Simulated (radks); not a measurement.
The numbers below are computed, except where a source is named.
Neutral iron: order these configurations by energy. Level of theory: Dirac Kohn-Sham, relativistic LDA (MacDonald-Vosko exchange, VWN5 correlation), spin-unpolarised, spherical densities, finite nucleus; Fermi nuclear charge, rms radius of each element as measured or else 0.836 A^(1/3) + 0.57 fm (a radial shooting solver on a logarithmic mesh with Libxc functionals). Sub-shells are occupied by j as written (lower j first in brackets). [Ar] 3d(3/2: 3, 5/2: 3) 4s1 4p(1/2: 1, 3/2: 0); [Ar] 3d(3/2: 3, 5/2: 3) 4s2; [Ar] 3d(3/2: 4, 5/2: 1) 4s2 4p(1/2: 1, 3/2: 0); [Ar] 3d(3/2: 4, 5/2: 2) 4s1 4p(1/2: 1, 3/2: 0); [Ar] 3d(3/2: 4, 5/2: 2) 4s2; [Ar] 3d(3/2: 4, 5/2: 3) 4s1.

Answer. From the lowest, in eV above it: [Ar] 3d(3/2: 4, 5/2: 3) 4s1 0.000; [Ar] 3d(3/2: 4, 5/2: 2) 4s2 0.784; [Ar] 3d(3/2: 3, 5/2: 3) 4s2 0.937; [Ar] 3d(3/2: 4, 5/2: 2) 4s1 4p(1/2: 1, 3/2: 0) 4.910; [Ar] 3d(3/2: 3, 5/2: 3) 4s1 4p(1/2: 1, 3/2: 0) 5.064; [Ar] 3d(3/2: 4, 5/2: 1) 4s2 4p(1/2: 1, 3/2: 0) 9.535.
